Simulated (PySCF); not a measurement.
```xyz
3
charge 1 multiplicity 3, angstrom
As    0.0000    0.0000    0.0000
As    0.0000    0.0000    2.1908
As    0.0000    0.0000   -2.1908
```

Method: UPBE0 in PySCF with As def2-TZVP; no relativity; density-fitted integrals.

This geometry of As₃⁺ is a stationary point at this level.

What is the point group?

D∞h.

Is it a minimum?

Yes: all harmonic wavenumbers are real, though the softest, 44 cm⁻¹, leaves little margin.

List the harmonic modes with their infrared intensities.


| symmetry | ω (cm⁻¹) | IR (km/mol, summed over degenerate members) | type |
| --- | --- | --- | --- |
| πu | 44 | 1.4 | bend |
| σg+ | 257 | 0.0 | stretch |
| σu+ | 299 | 15.6 | stretch |

What are the dipole moment and the gap between the highest occupied and lowest empty levels of either spin?

0.00 D about the centre of mass and 3.14 eV.

Give the atomic charges and bond orders.


| atom | Mulliken | Löwdin | polar tensor | spin (Mulliken) | Mayer order to As1 |
| --- | --- | --- | --- | --- | --- |
| As1 | 0.20 | 0.20 | -0.09 | -0.70 | – |
| As2,3 | 0.40 | 0.40 | 0.55 | 1.35 | 1.67 |
Other Mayer orders above 0.3: As–As 0.37.

In D∞h the vibrations span πu + σg+ + σu+. The σg+ mode carries no infrared intensity, as symmetry demands. With a centre of inversion only u modes can be infrared active and only g modes Raman active.

The determinant is spin-contaminated (⟨S²⟩ = 2.22, pure value 2.00). This need not be the most stable arrangement of these atoms. At this level a singlet minimum of D3h symmetry lies 183 kJ/mol below this structure.
